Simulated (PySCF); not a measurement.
Coordinates in bohr (charge 1 multiplicity 1):
```
Ge    0.0000    0.0000    0.0000
Br   -0.0032    0.0000    4.1695
Br    3.6125    0.0000   -2.0820
Br   -3.6093    0.0000   -2.0875
```

These are results of PBE0 in PySCF with Ge def2-SVP, Br def2-SVP; no relativity; density-fitted integrals, not measurements.

This geometry of [GeBr3]+ is a stationary point at this level.

Question: What is the point group?

Answer: D3h.

Question: Is it a minimum?

Answer: Yes: all harmonic wavenumbers are real.

Question: List the harmonic modes with their infrared intensities.

Answer: 
| symmetry | ω (cm⁻¹) | IR (km/mol, summed over degenerate members) |
| --- | --- | --- |
| e' | 95 | 3.5 |
| a2'' | 118 | 2.8 |
| a1' | 258 | 0.0 |
| e' | 405 | 111 |

Question: What are the dipole moment and the gap between the highest occupied and lowest empty levels?

Answer: 0.00 D about the centre of mass and 5.49 eV.

In D3h the vibrations span 2e' + a2'' + a1'. The a1' mode carries no infrared intensity, as symmetry demands.

Other isomers or separated fragments may lie lower.
